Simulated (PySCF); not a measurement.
Numbering as in the mapped SMILES `[CH3:1][c:2]1[cH:3][cH:4][cH:5][cH:6][c:7]1[C:8](=[O:9])[Cl:10]`. Hydrogens are named by the atom that carries them.

- geometry from PBE0-D3(BJ)/def2-SVP
- shielding tensors at PBE/pcSseg-1 (GIAO)
- run in PySCF 2.14
- one computed conformer, no solvent, non-relativistic Hamiltonian, averaged over atoms made equivalent by symmetry, fast rotation or ring inversion

Problem. Predict the 2D correlation tables (HSQC, COSY, HMBC).

Solution. 

HSQC (one-bond C–H):
| δH | δC |
| --- | --- |
| 8.60 (H(C6)) | 140.1 (C6) |
| 7.45 (H(C4)) | 137.3 (C4) |
| 7.39 (H(C5)) | 129.8 (C5) |
| 7.30 (H(C3)) | 135.9 (C3) |
| 2.68 (H(C1)) | 28.3 (C1) |

COSY cross peaks (H two or three bonds apart, from the bond graph; peaks can be absent where the dihedral angle is near 90°):
| δH | δH |
| --- | --- |
| 8.60 (H(C6)) | 7.39 (H(C5)) |
| 7.45 (H(C4)) | 7.39 (H(C5)) |
| 7.45 (H(C4)) | 7.30 (H(C3)) |

HMBC (two and three bonds, from the bond graph; two-bond peaks within aromatic rings are usually weak or absent):
| δH | δC |
| --- | --- |
| 8.60 (H(C6)) | 173.7 (C8), 148.8 (C2), 137.3 (C4), 132.4 (C7), 129.8 (C5) |
| 7.45 (H(C4)) | 148.8 (C2), 140.1 (C6), 135.9 (C3), 129.8 (C5) |
| 7.39 (H(C5)) | 140.1 (C6), 137.3 (C4), 135.9 (C3), 132.4 (C7) |
| 7.30 (H(C3)) | 148.8 (C2), 137.3 (C4), 132.4 (C7), 129.8 (C5), 28.3 (C1) |
| 2.68 (H(C1)) | 148.8 (C2), 135.9 (C3), 132.4 (C7) |

References, each an isolated molecule treated in the same way: TMS for 1H (σ = 31.20 ppm), 13C (σ = 180.03 ppm).

Short H···H contacts in this conformer between protons four or more bonds apart (candidates for NOE cross peaks, intensity ∝ r⁻⁶): H(C1)···H(C3) 2.25 Å.

Carbons that carry Cl, above all several Cl atoms, come out too deshielded, partly because spin–orbit coupling is missing. Shifts are as computed. Against solution values, carbons near 30 ppm lie about +2 ppm off and those near 130 ppm about +2 ppm (rms about the fit 1.8 ppm; single classes can miss by 10 ppm). Of 1328 compounds with measured shifts, 309 miss one by over three times the rms of a fit or turn the order of signals round; such compounds aren't used in these exercises. Signals without a measured value on file couldn't be tested in this way.
